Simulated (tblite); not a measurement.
A structure optimised at GFN2-xTB (Å):
```
atom  x, y, z in Å
C1     3.4611    0.0610   -0.2275
C2     2.2962    0.6000   -0.1759
Si3    0.6197   -0.3839   -0.0361
O4     0.9248   -1.9955   -0.0781
Si5   -0.8252   -0.0406    1.7941
Si6   -2.4923    0.6186    0.2622
Si7   -1.0443    0.3126   -1.5723
H8     3.8196   -0.9468   -0.2037
H9     2.1512    1.6701   -0.2072
H10    1.5404   -2.3864   -0.6920
H11   -0.3899    1.0037    2.7359
H12   -1.1433   -1.1671    2.6807
H13   -3.0181    1.9796    0.4372
H14   -3.7115   -0.2020    0.2399
H15   -1.4743   -0.6310   -2.6158
H16   -0.7217    1.5166   -2.3528
```

Doublet state.

(1) Which heavy atoms are bonded, and with what formal order?

(2) Which species is it?

(3) What is the point group of this geometry?

(4) Which rings does it hold?

(5) Describe the place of each heavy atom.

(6) What is the arrangement about C1?

(7) What is the arrangement about Si3?

Results:

(1) C1–C2 1.28 Å (double); C2–Si3 1.95 Å (single); Si3–O4 1.64 Å (single); Si3–Si5 2.36 Å (single); Si5–Si6 2.36 Å (single); Si6–Si7 2.36 Å (single); Si3–Si7 2.37 Å (single). Bonds to hydrogen (Å): C1–H8 1.07; C2–H9 1.08; O4–H10 0.95; Si5–H11 1.47; Si5–H12 1.47; Si6–H13 1.47; Si6–H14 1.47; Si7–H15 1.47; Si7–H16 1.47. The orders are those of one drawing; other resonance forms can be drawn.

(2) `[H]/[C]=C\[Si]1(O)[SiH2][SiH2][SiH2]1`, C2H9OSi4.

(3) C1 (no symmetry element, even within 0.4 Å).

(4) Si3–Si5–Si6–Si7 (4 members, 0.01 Å rms from planarity).

(5) C1: carbon bonded to C and H; C2: carbon bonded to C, Si and H; Si3: silicon bonded to C, O and 2 Si; O4: oxygen bonded to Si and H; Si5/Si7: silicon bonded to 2 Si and 2 H; Si6: silicon bonded to 2 Si and 2 H.

(6) It has 2 neighbours (C2, H8) and is bent (angle 134.3°).

(7) It has 4 neighbours (C2, O4, Si5, Si7) and has angles from 91.7° to 120.6°.

The numbers are calculated, not measured.
